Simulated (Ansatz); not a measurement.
Ansatz (an electronic-structure program) input (CCSD(T)/def2-TZVPP):

Ansatz 0.2 input:
```yaml
crystal:
  periodic: [false, false, false]
  atoms:
    - {symbol: Ti, position_ang: [-0.40110585, -0.00343828, -0.09428122]}
    - {symbol: F, position_ang: [1.29660647, 0.01111452, 0.30477152]}
    - {symbol: H, position_ang: [-1.28463963, 0.66983202, 1.18294000]}
    - {symbol: H, position_ang: [-0.90442679, -1.59890939, -0.35188340]}
    - {symbol: H, position_ang: [-0.65606301, 0.90468890, -1.49981342]}
basis:
  gaussian:
    orbitals: def2-TZVPP
magnetization: {spin_polarized: false}
correlation: {method: ccsd_t, electrons: outside_noble_gas}
```

End of the output:

```
integrals: 0.27 GiB planned
873 factors; integrals over basis functions are off by at most 9.0e-4 eV
mean field: 0.39 GiB planned
mean field evaluation 1: about -25835.6348 eV, gradient 4.5e1 eV
mean field evaluation 2: about -25835.7088 eV, gradient 4.5e1 eV
mean field evaluation 4: about -25840.4121 eV, gradient 3.4e0 eV
mean field evaluation 8: about -25840.4805 eV, gradient 4.8e-1 eV
mean field evaluation 16: about -25840.4812 eV, gradient 2.5e-6 eV
mean field -25840.48115131 eV, -949.6201670035 hartree, gradient 2.5e-6 eV, S^2 0.000000; 0 other end points of the search recorded, 0 dependent functions left out
10 core orbitals not correlated
reference -25840.48115131 eV, -949.6201670035 hartree; 7, 7 occupied and 120, 120 virtual orbitals, 873 factors
second order -11.40257957 eV of doubles, -0.00000000 eV of singles
coupled cluster: 0.51 GiB planned
cycle   1  -11.19104448 eV  change    2.1e-1 eV  update   1.5e-1
cycle   2  -11.67162330 eV  change   -4.8e-1 eV  update   7.0e-2
cycle   3  -11.81735291 eV  change   -1.5e-1 eV  update   3.5e-2
cycle   4  -11.82086337 eV  change   -3.5e-3 eV  update   9.3e-3
cycle   5  -11.80815934 eV  change    1.3e-2 eV  update   3.4e-3
cycle   6  -11.81027027 eV  change   -2.1e-3 eV  update   1.6e-3
cycle   7  -11.81002964 eV  change    2.4e-4 eV  update   7.6e-4
cycle   8  -11.80946872 eV  change    5.6e-4 eV  update   3.9e-4
cycle   9  -11.80985629 eV  change   -3.9e-4 eV  update   2.2e-4
cycle  10  -11.80989453 eV  change   -3.8e-5 eV  update   9.5e-5
cycle  11  -11.80979313 eV  change    1.0e-4 eV  update   4.3e-5
cycle  12  -11.80981521 eV  change   -2.2e-5 eV  update   1.9e-5
cycle  13  -11.80980779 eV  change    7.4e-6 eV  update   9.7e-6
perturbative correction -0.54937626 eV, -0.0201892050 hartree
Total energy: -25852.84033536 eV, -950.0743586398 hartree
```
